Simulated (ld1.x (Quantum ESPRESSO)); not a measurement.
**PBE ultrasoft dataset for Hf, fully relativistic all-electron reference.**

```
Element                 : hafnium (Hf)
Generator               : ld1.x (Quantum ESPRESSO) 7.5
Type                    : ultrasoft
Functional              : PBE
Relativity              : fully relativistic
Frozen core             : [Xe]
Valence charge          : 18
Reference configuration : 4f14 5d1 6s0 6p0 (charge +3)
Partial waves           : 6s (bound, empty): rcut 1.60, rcutus 2.05 bohr; 6s channel at -0.7 Ry: rcut 1.60, rcutus 2.05 bohr; 6p (bound, empty): rcut 2.10, rcutus 2.60 bohr; 6p channel at -0.85 Ry: rcut 2.10, rcutus 2.60 bohr; 5d (bound): rcut 2.30, rcutus 2.65 bohr; 5d channel at 2.15 Ry: rcut 2.30, rcutus 2.65 bohr; 4f (bound): rcut 0.65, rcutus 0.85 bohr; 4f channel at -2.9 Ry: rcut 0.65, rcutus 0.85 bohr
Local potential         : all-electron potential smoothed inside 2.25 bohr (lloc = -1)
Core correction         : none
Augmentation charge     : built from norm-conserving waves at rcut, not smoothed further
```

Open shells are filled in proportion to 2j + 1 (rel_dist='average').

Calculated quality:

| Property | Result |
| --- | --- |
| Configuration tests | 6 of 7 tests not solved or not reliable; not counted: 4f14 5d2 6s1 6p1 (solver errors, printed error -4413 eV); 4f13 5d3 6s2 6p0 (solver errors, printed error -4317 eV); 4f13 5d2 6s2 6p0 (solver errors, printed error -3815 eV); 3 more |
| Lowest eigenvalue of the overlap operator | 0.00 (s channel) |

A Bessel basis up to 400 Ry misses an occupied level by 1.12 Ry, so cutoffs and ghosts were not judged.

Generation and tests took about 6.5 s on one core of a shared server CPU.
